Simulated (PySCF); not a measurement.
The vertical singlet excitations below were computed for one of the candidates. Method used: PySCF 2.14.0, density-fitted response routines, TDDFT PBE0/def2-SVPD, vertical, gas phase, core orbitals frozen in the response. Geometries: GFN2-xTB, one conformer each.

| state | E (eV) | λ (nm) | f |
| --- | --- | --- | --- |
| S1 | 6.62 | 187.4 | 0.052 |
| S2 | 7.26 | 170.9 | 0.031 |
| S3 | 7.31 | 169.6 | 0.0086 |
| S4 | 7.40 | 167.5 | 0.0095 |
| S5 | 7.49 | 165.6 | 0.171 |
| S6 | 7.56 | 164.1 | 0.024 |
| S7 | 7.66 | 161.9 | 0.042 |
| S8 | 7.76 | 159.8 | 0.013 |

Question: Which candidate is it? All have the formula C7H7N.
A. `C#CCC#C/C=N\C`
B. `C=C[C@@H]1[C@H]2[C@@H](C#N)[C@@H]12`
C. `CC#Cn1cccc1`
D. `N#C[C@]12C[C@H]1C=CC2`

Answer: B. Its S1, at 6.62 eV, is the highest among the candidates; the nearest of the others has S1 at 6.33 eV. S1 is HOMO→LUMO (68%), HOMO-1→LUMO (30%). Löwdin shares by element: HOMO carbon 72% or more (atoms not listed hold the other 28%); LUMO carbon 72% or more, hydrogen 6% or more (atoms not listed hold the other 22%). At the same level the other candidates give, for their lowest levels:
- `N#C[C@@]12CC=C[C@@H]1C2`: 6.33 eV (f 0.118); 6.78 eV (f 0.020); 6.82 eV (f 0.012); 7.01 eV (f 0.017); 7.13 eV (f 0.009); T1 4.12 eV; HOMO -7.39, LUMO -0.30 eV
- `CC#Cn1cccc1`: 5.76 eV (f 0.294); 5.93 eV (f 0.081); 5.97 eV (f 0.001); 6.08 eV (f 0.008); 6.09 eV (f 0.000); T1 4.02 eV; HOMO -6.40, LUMO 0.15 eV
- `C#CCC#C/C=N\C`: 4.38 eV (f 0.003); 5.22 eV (f 0.000); 5.65 eV (f 0.264); 6.30 eV (f 0.015); 6.31 eV (f 0.001); T1 3.58 eV; HOMO -7.36, LUMO -1.18 eV

Conformer computed: `[CH2:1]=[CH:2][C@@H:3]1[C@H:4]2[C@@H:5]([C:6]#[N:7])[C@@H:8]12`: C1–C2–C3–C4 -65°.
Triplets come from the Tamm–Dancoff approximation.
